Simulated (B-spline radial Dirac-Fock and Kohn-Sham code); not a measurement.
## How the settings move the core levels of Cu⁺

ΔSCF core binding energies without Breit or QED terms, calculated with an atomic code on a B-spline grid. Keys: rel is the Hamiltonian (dirac, or spin-free x2c and nr, where L3 and M5 stand for the whole 2p and 3d shells), method is hf or an exchange,correlation pair (spin-unpolarised, also for the hole states), nuc the nuclear model, radius_factor scales its radius, rmax is the box in bohr, h the logarithmic mesh step, order the B-spline order, points the quadrature points per cell, c_factor scales the speed of light, and damp, ndamp, maxit and tol steer the iteration. The run stops when the commutator error falls below 10·tol·max(1, Z/10), or the numerical noise floor, and the energy has settled to about 1e-8 Ha; the virial ratio is −V/T.

Base input:

```json
{"items": [{"Z": 29, "q": 1, "cfg": [[1, 0, 2], [2, 0, 2], [2, 1, 6], [3, 0, 2], [3, 1, 6], [3, 2, 10]], "A": 63, "rrms": 3.8823, "do": "settings", "holes": ["K", "L3", "M5"],
  "settings": [{"rel": "dirac", "method": "hf", "nuc": "fermi", "radius_factor": 1.0, "rmax": 45.0, "h": 0.3, "order": 8, "points": 10, "c_factor": 1.0, "maxit": 60, "damp": 0.5, "ndamp": 3, "tol": 1e-08}]}]}
```

The ground state converged in 11 iterations, with total energy -1653.21378 Ha, virial ratio 1.98240 and highest orbital energy -21.70 eV. ΔSCF binding energies: K (1s) 9012.2 eV, L3 (2p3/2) 949.5 eV, M5 (3d5/2) 17.21 eV.

Changes from the base run:

```
                                changed setting  Δ total energy (Ha)  Δ K (eV)  Δ L3 (eV)  Δ M5 (eV)  iterations
                            radius_factor = 2.0             +0.02101     -0.25       0.00       0.00          11
              rel = "nr"; order = 5; damp = 0.8            +14.48581   -104.34      +1.75      +0.31          11
                                 nuc = "sphere"              0.00000      0.00       0.00       0.00          11
rel = "nr"; nuc = "sphere"; radius_factor = 2.0                    ?         ?          ?          ?           ?
                                 c_factor = 0.8             -8.43934    +60.83      -1.04      -0.17          11
                                    rmax = 30.0              0.00000      0.00       0.00       0.00          11
                                   tol = 0.0001              0.00000      0.00       0.00       0.00           9
```

Question: What does the change rel = "nr"; nuc = "sphere"; radius_factor = 2.0 do?

Answer: The total energy moves by +14.48554 Ha and the binding energies by K -104.34 eV, L3 +1.75 eV, M5 +0.31 eV; the run takes 10 iterations.
